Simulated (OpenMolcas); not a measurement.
Pt4+ with its 6 nearest fluoride ions at 1.889 Å, on the Ge site of Cs2GeF6 (a = 9.021 Å, distance in the model lattice 1.804 Å). The rest of the host is ab initio model potentials to 7.6 Å and point charges beyond; the distance is set by hand and nothing relaxes. Ligand basis ANO-RCC-VDZP.
```
Pt    0.0000    0.0000    0.0000
F     1.8890    0.0000    0.0000
F     0.0000    1.8890    0.0000
F    -1.8890    0.0000    0.0000
F     0.0000   -1.8890    0.0000
F     0.0000    0.0000    1.8890
F     0.0000    0.0000   -1.8890
```

* Program: OpenMolcas 26.06
* Method: CASSCF
* Basis: ANO-RCC-VTZP [8s7p5d3f1g]
* Scalar Hamiltonian: DKH2, point nucleus
* Active space: 6 electrons in 5 orbitals (5d)
* State averaging: 2S+1 = 5 even, 5 roots; 2S+1 = 3 even, 45 roots; 2S+1 = 1 even, 50 roots
* Spin-orbit coupling: state interaction with AMFI integrals over the reference wave functions

Question: What is the spin-free ground state (labels of O, the rotations of Oh)?

Answer: 1A1, 1-fold in its orbital part; d6 allows 2S+1 = 5, so this is a state of lower spin.

Question: Where is the first state of the same spin?

Answer: 1T1 at 34100 cm-1 above the ground state.

Question: What are the lowest two levels with spin-orbit coupling?

Answer: A 1-fold level, then a 2-fold level 26385 cm-1 above it. Their leading multiplicities are 1 (90 %) and 3 (93 %).

Question: What is χT at 300 K, and how does it compare with the textbook value?

Answer: The lowest level has 2S+1 = 1, for which the spin-only value is χT = S(S+1) / 2 = 0.000 cm3 K/mol (g = 2). The computed 0.013 at 300 K differs by +0.013, through orbital momentum, spin-orbit coupling and any other state in reach.

Without dynamic correlation the repulsion within the d shell is too large (B by tens of per cent), so at a given field states of lower spin stand too high. The least metal-like active orbital is 68 % on the metal (Löwdin) and no ligand orbital is active, so the numbers are rough, and ground spin, moment and any spin crossover can be artefacts of this space; highly charged d ions in such sites are as a rule low spin. With metal d orbitals alone the field can be off either way by tens of per cent. Ligand-to-metal charge-transfer states are missing. With no ligand orbital active B as a rule stays too high, so bands that hang on it stand too high and its fall with covalency is understated. No measured value stands beside these numbers; the geometry was set by hand and not optimised.
